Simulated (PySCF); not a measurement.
C2H5NO2Si, SMILES N1=COCO[SiH2]1. Geometry optimised at PBE-D3(BJ)/def2-SVP. This is a generated structure with no PubChem entry under its InChIKey; it may be hypothetical. Other conformers were not sampled.

All values below come from PySCF with PBE-D3(BJ)/def2-SVP.

Harmonic wavenumbers (cm⁻¹): 156, 213, 356, 401, 502, 659, 669, 718, 734, 788, 810, 905, 938, 951, 1071, 1100, 1177, 1250, 1354, 1383, 1441, 1676, 2173, 2219, 2890, 3025, 3054. Rotational constants (GHz): 4.797, 3.516, 2.172; symmetry number 1.

Q: Work out the zero-point energy and the ideal-gas rigid-rotor harmonic-oscillator thermochemistry at 298.15 K and 1 atm.

A: ZPE = ½ Σ hcν = ½ × 32614 cm⁻¹ = 46.62 kcal/mol. H − E(el) = 50.83 kcal/mol. Entropy in cal/(mol K): translation 39.81, rotation 26.58, vibration 9.69, total 76.07. G − E(el) = 28.15 kcal/mol. Cp = 23.35 cal/(mol K).
